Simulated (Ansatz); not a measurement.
```xyz
2

Al    0.0000    0.0000   -0.7407
F     0.0000    0.0000    1.0698
```

Basis set: 6-31G* (spherical functions). Frozen core: 6 orbitals. Charge 0, multiplicity 1.

Computed with Ansatz (development build ahead of 0.2.0); each method stands on the lowest determinant of its kind that the runs found. Restricted open shells among the atoms or ions are ROHF, correlated in semicanonical orbitals with singles.

(1) Give the atomization energy at this shape (free ground-state atoms in the same class of orbitals less the molecule, no zero-point energy) of singlet AlF by RHF-MP2, RHF.

Results:

(1)

| method | atomization energy |
| --- | --- |
| RHF-MP2 | 6.68 eV |
| RHF | 4.90 eV |

Caution: the shape is not the minimum.
